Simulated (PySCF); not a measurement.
CH3B2Cl, CH5B2N (calculated)

All values are calculated (PySCF 2.14.0). Calculation on a computer-drawn molecule: optimised geometry and harmonic frequencies of an isolated molecule of the commonest isotopes, restricted reference for singlets and unrestricted otherwise, frozen core in MP2.

Common to all runs: charge 0; multiplicity 1.

(1) CH3B2Cl

Start structure:
```xyz
7
CH3B2Cl
C     -2.2151     1.4448     0.1842
B     -1.1359     0.5698     0.2089
B      0.1676    -0.4646     0.2186
Cl     0.2188    -1.8018     1.3706
H     -2.2690     2.2737    -0.5145
H     -3.0576     1.3445     0.8609
H      1.0921    -0.3513    -0.5267
```

| Quantity | Value |
| --- | --- |
| method | MP2 |
| basis | cc-pV(D+d)Z |
| rotational constants | 28.3, 2.393, 2.207 GHz |
| total energy | -548.8868 hartree |
| convergence status largest gradient component | 1.777e-05 hartree/bohr |

Drawn bonds:
```csv
atom,other atom,order
1,2,2
2,3,1
3,4,1
1,5,1
1,6,1
3,7,1
```

Optimised structure:
```xyz
7
CH3B2Cl
C     -2.2205     1.4484     0.1848
B     -1.1208     0.5646     0.2030
B      0.1737    -0.4689     0.2181
Cl     0.2045    -1.7930     1.3728
H     -2.2788     2.2874    -0.5198
H     -3.0665     1.3363     0.8743
H      1.1093    -0.3598    -0.5312
```

Modes:
```csv
frequency (cm⁻¹),reduced mass (dalton)
108.9,3.638
217.3,2.908
311.2,2.083
362.1,1.152
615.3,2.836
735.1,1.334
759,3.727
800.6,1.523
879.4,2.374
1097,1.642
1306,1.175
1581,6.437
2685,1.093
3186,1.061
3280,1.109
```

(2) CH5B2N

Start structure:
```xyz
9
CH5B2N
C      0.0682    -0.3384     2.2844
B      0.2921     0.6651     1.3016
B      0.5247     1.9126     0.2153
N     -0.3567     2.7096    -0.2703
H     -0.8931    -0.6017     2.6421
H      0.8367    -0.9271     2.6465
H      1.6721     2.1242    -0.1024
H     -0.1976     3.4316    -1.0357
H     -1.4071     2.5873    -0.1313
```

| Item | Value |
| --- | --- |
| method | HF |
| basis | cc-pVDZ |
| rotational constants | 40.61, 3.434, 3.167 GHz |
| total energy | -144.5868 hartree |
| convergence status largest gradient component | 7.696e-06 hartree/bohr |

Drawn bonds:
```csv
atom,other atom,order
1,2,2
2,3,1
3,4,1
1,5,1
1,6,1
3,7,1
4,8,1
4,9,1
```

Optimised structure:
```xyz
9
CH5B2N
C      0.0635    -0.3426     2.2628
B      0.2619     0.6792     1.3410
B      0.5676     1.9061     0.2249
N     -0.4204     2.7058    -0.3384
H     -0.9214    -0.6106     2.6330
H      0.8871    -0.9274     2.6612
H      1.7090     2.1020    -0.1043
H     -0.2142     3.4267    -0.9979
H     -1.3938     2.6240    -0.1323
```

Modes:
```csv
frequency (cm⁻¹),reduced mass (dalton)
158.8,2.455
234.9,1.922
267,1.263
400,2.032
579.7,1.223
654.2,2.845
656.7,1.652
770.7,2.009
847.1,1.32
968.8,1.227
979.1,1.228
1215,1.53
1370,1.786
1441,1.739
1702,4.515
1767,1.268
2671,1.093
3289,1.063
3365,1.108
3817,1.051
3918,1.099
```
